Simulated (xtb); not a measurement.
H3O3Sn, SMILES [OH][Sn+]([OH])[OH], charge +1. All values are semi-empirical tight-binding results from xtb (GFN2-xTB unless named), good for trends rather than for accurate numbers. Geometry: GFN2-xTB. The spin state was assumed, not searched. The isomer is the one that the SMILES or the coordinates give; other isomers of the formula were not compared. One conformer was computed; it need not be the lowest.

Optimised geometry:

```xyz
7

Sn     0.0200    -0.0057    -0.0035
O      1.6683    -0.3753    -0.7450
H      1.9773     0.0484    -1.5654
O     -0.4155    -0.8289     1.5726
H     -1.2910    -0.6372     1.9629
O     -1.3081     1.1108    -0.6686
H     -1.2453     1.6184    -1.4921
```
Charge +1, spin multiplicity 1.

For metal compounds this method's bond lengths and energies can be far off.

Computed properties:
```yaml
point_group_as_xtb_finds_it: Cs
orbital_gap: 4.60 eV
zero_point_energy: 21.8 kcal/mol
G − E(el) at 298.15 K (modified RRHO): 1.8 kcal/mol
```

Question: Give the atomic charges and the Wiberg bond orders between heavy atoms. (The exact figures need the calculation; the answer reports its results.)

Answer: charges (e) Sn1 0.61, O2 -0.28, H3 0.41, O4 -0.26, H5 0.42, O6 -0.32, H7 0.40. Bond orders Sn1–O2 1.07, Sn1–O4 1.12, Sn1–O6 1.02.
